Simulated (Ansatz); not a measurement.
Total energies of the cluster Ta₂P₂ from Ansatz at PBE-D4/def2-TZVP, gas phase (1 Eh = 27.2114 eV = 2625.5 kJ/mol). The reference geometry is relaxed at PBE0-D4/def2-SVP.

Cartesian coordinates in Å:
```
Ta -0.690 1.228 -0.306
Ta 1.183 0.374 0.735
P 0.366 -0.713 -1.248
P -0.859 -0.889 0.819
```

| state | geometry | energy (Eh) |
| --- | --- | --- |
| charge 0 singlet | reference | -796.49086 |
| charge 1 doublet | reference | -796.25543 |
| charge 0 triplet | relaxed at PBE0-D4/def2-SVP | -796.47110 |
| charge 0 quintet | relaxed at PBE0-D4/def2-SVP | -796.44026 |
| free Ta atom (quartet) | – | -56.85725 |
| free P atom (quartet) | – | -341.10299 |

In the def2 sets Ta takes a core potential; there is no spin–orbit coupling.

(1) Work out the vertical ionisation energy to the doublet.

(2) Which of the charge 0 states is lowest, and how far above it are the others?

(3) What is the binding energy per atom against free atoms?

(1) E(charge 1 doublet) − E(charge 0 singlet) = -796.25543 − (-796.49086) = 0.23543 Eh = 6.41 eV. For comparison, −ε of the highest occupied level is 3.88 eV at this level, 2.53 eV less.

(2) The singlet. triplet: -796.47110 − (-796.49086) = 0.01976 Eh = 51.9 kJ/mol; quintet: -796.44026 − (-796.49086) = 0.05060 Eh = 132.9 kJ/mol.

(3) Atoms: 2 × (-56.85725) + 2 × (-341.10299) = -795.92048 Eh. Binding: -795.92048 − (-796.49086) = 0.57038 Eh = 15.52 eV, or 3.88 eV for each of 4 atoms (no zero-point energy, no counterpoise term).

The structure comes from a short search, and lower isomers may exist.
